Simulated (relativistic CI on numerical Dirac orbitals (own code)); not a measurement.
Hyperfine structure of Tb⁵⁶⁺, mass number 159

Method of calculation: Dirac-Coulomb-Breit CI, KLI orbitals optimised for each configuration, model QED (radiative potential, 1s self-energy scaled to tabulated hydrogen-like ionisation energies), unscaled Slater integrals (own radial code, finite nucleus).

Configuration list (outside the closed core 1s2): 2s2.2p5, 2s.2p6, 2p6.3s, 2p6.3p, 2p6.3d, 2s2.2p4.3s, 2s2.2p4.3p, 2s2.2p4.3d, 2s.2p5.3s, 2s.2p5.3p, 2s.2p5.3d, 2s2.2p4.4s, 2s2.2p4.4p, 2s2.2p4.4d, 2s2.2p4.4f, 2s2.2p3.3s2. Levels of other configurations are missing.

Nuclear spin I = 3/2, μ = 2.009 μN, Q = 1.432 b (tables of Stone and Pyykkö). The electronic factors are computed for point nuclear moments, without core polarisation or the Bohr-Weisskopf and QED corrections.

```tsv
Level	E (10³ cm⁻¹)	A (GHz)	B (GHz)
2s2.2p5 2P°_3/2	0.0	718.8	-1480
2s2.2p5 2P°_1/2	6204.1	5503	
2s.2p6 2S_1/2	9392.5	17350	
2s2.2p4.3s 4P_5/2	51971.5	1532	127
2s2.2p4.3s 2P_3/2	52047.3	-99.8	48.9
2s2.2p4.3s 2S_1/2	52404.3	4794	
2s2.2p4.3p 2P°_1/2	53283.6	1547	
2s2.2p4.3p 2D°_5/2	54595.8	525.2	-16.1
```

Levels with J = 0, under 50 % of one LS term, or S terms without an open s electron are left out. Small factors come from cancelling terms and can be off by tens of per cent or more.

At this charge energies of transitions that change n are usually good to better than 1 %, and those within a shell (Δn = 0) to a few per cent.

(1) Give the hyperfine levels of 2s2.2p5 2P°_1/2 relative to its centre of gravity.

Results:

(1) With K = F(F + 1) − I(I + 1) − J(J + 1), E = AK/2: F = 1: -6879, F = 2: 4127 GHz.

LS names give the leading component of a level, which can be under half, so a name can repeat, a term be missing and a line seem to break the LS rules.
